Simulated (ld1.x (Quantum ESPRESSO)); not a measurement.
## cobalt (Co) TM: all-electron and pseudo phase curves

```
Element                 : Co (Z = 27)
Generator               : ld1.x (Quantum ESPRESSO) 7.5
Type                    : norm-conserving Troullier–Martins (Kleinman–Bylander form)
Functional              : PBEsol
Relativity              : scalar-relativistic
Frozen core             : [Ar]
Valence charge          : 9
Reference configuration : 3d7 4s2 4p0
Partial waves           : 4s (bound): rc 1.85 bohr; 4p (bound, empty): rc 2.80 bohr; 3d (bound): rc 1.40 bohr
Local potential         : all-electron potential smoothed inside 2.00 bohr (lloc = -1)
Core correction         : none
```

The phase is arctan(r·u′/u) with u = r·R(r), unwrapped; energies in Ry, scanned from -3 to 5 Ry. A pole is an energy at which the radial function vanishes at the test radius. The pseudo phase is shifted by a multiple of π to meet the all-electron one at the reference energy, and phase errors are pseudo minus all-electron; the curves can meet again beyond the range given. Levels narrower than the energy grid can be missing from the lists of poles.

For each channel, where are the poles, and over which energies does the pseudopotential scatter like the atom?

```tsv
channel	radius (bohr)	reference energy (Ry)	poles, all-electron	poles, pseudo	unbroken range about the reference energy with phases within 0.05 rad	phase error 1 Ry above the reference energy (rad)
s	3.04	-0.40	0.52	0.48, 2.24	below 1.2	-0.012
p	3.04	-0.09	1.34	1.26, 4.48	below 2.0	-0.011
d	3.04	-0.60	-0.56, 2.84	-0.56, 3.06	below 0.7	+0.014
```

Phases in the d channel:

```tsv
E (Ry)	all-electron	pseudo
-3.00	1.385	1.385
-2.76	1.378	1.378
-2.52	1.369	1.369
-2.28	1.359	1.359
-2.04	1.347	1.348
-1.80	1.333	1.334
-1.56	1.316	1.316
-1.32	1.292	1.292
-1.08	1.255	1.256
-0.84	1.168	1.169
-0.60	-1.259	-1.259
-0.36	-1.820	-1.818
-0.12	-1.909	-1.906
0.12	-1.992	-1.986
0.36	-2.107	-2.094
0.60	-2.300	-2.271
0.84	-2.681	-2.607
1.08	-3.360	-3.224
1.32	-3.970	-3.862
1.56	-4.284	-4.218
1.80	-4.448	-4.402
2.04	-4.545	-4.510
2.28	-4.611	-4.581
2.52	-4.660	-4.632
2.76	-4.700	-4.672
3.00	-4.734	-4.705
3.24	-4.766	-4.734
3.48	-4.798	-4.761
3.72	-4.831	-4.787
3.96	-4.871	-4.815
4.20	-4.920	-4.845
4.44	-4.988	-4.880
4.68	-5.096	-4.925
4.92	-5.300	-4.985
```
